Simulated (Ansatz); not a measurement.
Diatomic As₂+, multiplicity 4 (an upper state: multiplicity 2 came lower at CCSD(T)/def2-TZVPP on PBE0 minima). No spin–orbit coupling. As is treated without relativity.

Constants: fifth-degree fit in 1/R to seven points, most abundant isotopes. Runs in def2 and cc sets follow the lowest solution found near the PBE0 minimum.

The values were computed with Ansatz (Gaussian basis) for Hartree–Fock, density functionals and correlated methods. 

| level | r_e (Å) | ω_e (cm⁻¹) | α_e (cm⁻¹) | ω_e x_e (cm⁻¹) |
|---|---|---|---|---|
| PBE/def2-TZVPP | 2.481 | 266 | 0.00026 | 0.66 |
| PBE0/def2-TZVPP | 2.438 | 289 | 0.00024 | 0.65 |
| wB97X-V/def2-TZVPP | 2.407 | 309 | 0.00022 | 0.58 |
| CCSD/def2-TZVPP | 2.423 | 295 | 0.00026 | 0.75 |
| CCSD(T)/def2-TZVPP | 2.441 | 281 | 0.00028 | 0.83 |

Correlated levels freeze the inner cores; with def2 sets outer-core shells near the valence are correlated too.

Doubts at one or more of the structures used: other coupled-cluster roots lie near (CCSD/def2-TZVPP, CCSD(T)/def2-TZVPP).

Ansatz is an electronic-structure program.
